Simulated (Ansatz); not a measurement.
Redistribution: CHI3 + CH3I → CI4 + CH4

Species: CHI3 (iodoform) `IC(I)I`, singlet; CH3I (methyl iodide) `CI`, singlet; CI4 (tetraiodomethane) `IC(I)(I)I`, singlet; CH4 (methane) `C`, singlet. The partners trade H for I; both sit on C, so the bond types are kept.

Shapes, held fixed at every level: PBE0-D4/def2-TZVP. Programs: Ansatz 0.2.0. The zero-point and thermal change to 298 K, harmonic and unscaled (PBE0-D4/def2-TZVP), is -3.7 kJ/mol.

```tsv
level	kind	ΔH(298 K) (kJ/mol)	less CCSD(T)/def2-TZVPP
PBE-D4/def2-TZVPP	GGA	+21.9	-6.7
r2SCAN-D4/def2-TZVPP	meta-GGA	+30.5	+1.9
B3LYP-D4/def2-TZVPP	global hybrid	+26.4	-2.2
PBE0-D4/def2-TZVPP	global hybrid	+30.1	+1.5
MP2/def2-SVP	perturbation theory	+15.1	-13.5
MP2/def2-TZVPP	perturbation theory	+7.6	-21.0
CCSD/def2-SVP	coupled cluster or CI	+34.6	+6.0
CCSD(T)/def2-TZVPP	coupled cluster or CI	+28.6	0.0
```

The highest level, CCSD(T)/def2-TZVPP, gives ΔH(298 K) = +28.6 kJ/mol; the levels span +7.6 to +34.6. The column of differences is taken from that level and isn't an error. No measured value is set beside it here. For atoms past krypton def2 sets carry core potentials with scalar relativity. Correlated rows may include outer-core shells of I, which these sets cover unevenly.
